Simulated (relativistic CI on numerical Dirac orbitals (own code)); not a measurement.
## Ni⁺ (3d9) in a crystal field

Calculated by Dirac-Coulomb-Breit CI, orbitals from a KLI potential per configuration, model QED, valence Slater integrals scaled by 0.7, one configuration in a parametric crystal field (own radial code).

Field parameters in Wybourne normalisation: Td as Oh with Dq negative (B⁴₀ = 21Dq, B⁴₄ = √(5/14) B⁴₀). The field is a parameter set, without covalency.

S is read from ⟨S²⟩ = S(S + 1).

Levels (cm⁻¹, degeneracy): 0 (2), 750 (4), 5955 (4).

Question: Which field gives this pattern?
A. Td, 10Dq = -6150 cm⁻¹
B. Td, 10Dq = -1050 cm⁻¹
C. Td, 10Dq = -3600 cm⁻¹
D. Td, 10Dq = -5300 cm⁻¹

Answer: D. Td, 10Dq = -5300 cm⁻¹, ground level with S = 0.50.
